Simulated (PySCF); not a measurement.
From one molecule to another.

First species: C₇H₁₀N₄.
SMILES: `CC(C)Cn1ncc(C#N)n1`

Second species: C6H7F.
Structure used (GFN2-xTB), in Å, numbered top down from 1:
```
atom  x, y, z in Å
C1     2.0789    0.0094   -0.2472
C2     0.5999    0.0098   -0.0789
C3    -0.1804   -0.9222    0.4883
F4     0.2166   -2.0857    1.0357
C5    -1.6216   -0.5394    0.4621
C6    -1.5552    0.7869   -0.2223
C7    -0.2834    1.0784   -0.5214
H8     2.3399    0.0762   -1.3029
H9     2.5074   -0.9001    0.1658
H10    2.5156    0.8687    0.2609
H11   -2.0430   -0.4670    1.4669
H12   -2.2258   -1.2615   -0.0910
H13   -2.4258    1.3832   -0.4223
H14    0.0763    1.9627   -1.0158
```

Levels: PBE0/pcSseg-1 for dipole moment, HOMO energy, LUMO energy and HOMO–LUMO gap; GFN2-xTB for rotational constant A and rotational constant C. Geometries: GFN2-xTB. All species are isolated and taken at one optimised geometry, non-relativistic unless stated. Electronic properties by PySCF.

The conformers computed, where there is a choice (atom-mapped SMILES and torsion angles):
- `[CH3:1][CH:2]([CH3:3])[CH2:4][n:5]1[n:6][cH:7][c:8]([C:9]#[N:10])[n:11]1`: C1–C2–C4–N5 -66°, C2–C4–N5–N6 -76°

Values for the first species:

| Item | Value |
| --- | --- |
| Dipole moment | 5.08 D |
| HOMO energy | -8.07 eV |
| LUMO energy | -1.18 eV |
| HOMO–LUMO gap | 6.89 eV |
| Rotational constant A | 3.010 GHz |
| Rotational constant C | 0.521 GHz |

**Question.** Estimate the same properties for the second species, and the change in each.

**Answer.** 
| property | first | second | second less first |
| --- | --- | --- | --- |
| dipole moment | 5.08 D | 1.17 D | -3.91 D |
| HOMO energy | -8.07 eV | -6.14 eV | +1.93 eV |
| LUMO energy | -1.18 eV | -0.40 eV | +0.78 eV |
| HOMO–LUMO gap | 6.89 eV | 5.74 eV | -1.15 eV |
| rotational constant A | 3.010 GHz | 3.588 GHz | +0.578 GHz |
| rotational constant C | 0.521 GHz | 1.700 GHz | +1.179 GHz |

On the first: In atomic units the dipole is 2.00 e·bohr (1 au = 2.5417 D). A dipole of 5.08 D is allowed in C1, and pure rotational transitions are dipole-allowed.

On the second: The dipole equals about 3.9 × 10⁻³⁰ C·m (1 D = 3.33564 × 10⁻³⁰ C·m).
